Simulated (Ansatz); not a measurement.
`CN([SiH3])B[SiH3]` and `CN(C)[SiH3]` differ in one atom or group.

Ansatz, PBE0-D4/def2-TZVP geometries, multiplicity 1. Each molecule was computed in one conformer, which needn't be the lowest.

```csv
property,`CN([SiH3])B[SiH3]`
size of the dipole moment (B3LYP/def2-TZVPP) / D,2.40
HOMO–LUMO gap (B3LYP/def2-TZVPP) / eV,6.50
LUMO energy (B3LYP/def2-TZVPP) / eV,-1.09
LUMO energy (PBE0/def2-TZVPP) / eV,-0.91
HOMO energy (B3LYP/def2-TZVPP) / eV,-7.59
HOMO–LUMO gap (PBE/def2-TZVPP) / eV,4.74
```

Problem. What does the change do to each property? (Estimate.)

Solution. Ansatz gave: 
```json
{"property": "size of the dipole moment (B3LYP/def2-TZVPP) / D", "`CN(C)[SiH3]`": "1.00", "shift": "-1.40"}
{"property": "HOMO–LUMO gap (B3LYP/def2-TZVPP) / eV", "`CN(C)[SiH3]`": "6.52", "shift": "0.02"}
{"property": "LUMO energy (B3LYP/def2-TZVPP) / eV", "`CN(C)[SiH3]`": "0.33", "shift": "1.42"}
{"property": "LUMO energy (PBE0/def2-TZVPP) / eV", "`CN(C)[SiH3]`": "0.56", "shift": "1.47"}
{"property": "HOMO energy (B3LYP/def2-TZVPP) / eV", "`CN(C)[SiH3]`": "-6.19", "shift": "1.40"}
{"property": "HOMO–LUMO gap (PBE/def2-TZVPP) / eV", "`CN(C)[SiH3]`": "4.82", "shift": "0.08"}
```

With PBE0 the HOMO rises by 1.39 eV and the LUMO rises by 1.47 eV, so the gap widens by about 0.08 eV. PBE moves the HOMO by 1.47 eV and ωB97M-V by 1.25 eV. Dipoles are sizes alone; their direction can turn.

B3LYP here is the variant with VWN-RPA as its local correlation; programs differ in this.
